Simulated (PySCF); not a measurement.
Sr (strontium, neutral) across methods

[Kr] 5s1 5p1, high-spin 3P determinant (an excited configuration). Computed with PySCF 2.14 in ANO-RCC-VTZP (7s6p3d1f, 47 functions), with the spin-free X2C one-electron Hamiltonian (Gaussian nucleus). The B2PLYP total includes its PT2 part (frozen core); its orbital energies are those of the SCF part.

```csv
method,E (hartree),mean ε 4p β (eV),mean ε 5s α (eV),mean ε 5p α (eV),Σ⟨r²⟩ (bohr²),⟨S²⟩
PBE,-3178.72,-23.796,-4.396,-2.115,80.34,2.000
LDA,-3174.93,-23.868,-4.535,-2.063,79.74,2.000
UHF,-3177.19806,-30.614,-6.583,-3.891,83.24,2.000
PBE0,-3178.80,-25.781,-5.039,-2.624,80.53,2.000
wB97M-V,-3178.84,-28.141,-6.533,-3.315,80.07,2.000
B3LYP,-3179.15,-25.313,-4.876,-2.385,80.15,2.000
r2SCAN,-3179.09,-24.517,-4.462,-2.152,80.61,2.000
r2SCAN0,-3179.07,-26.226,-5.092,-2.605,80.50,2.000
```

Task: Estimate the same row for B2PLYP.

Result: E (hartree) = -3178.61; mean ε 4p β (eV) = -27.517; mean ε 5s α (eV) = -5.530; mean ε 5p α (eV) = -2.916; Σ⟨r²⟩ (bohr²) = 81.21; ⟨S²⟩ = 2.000.
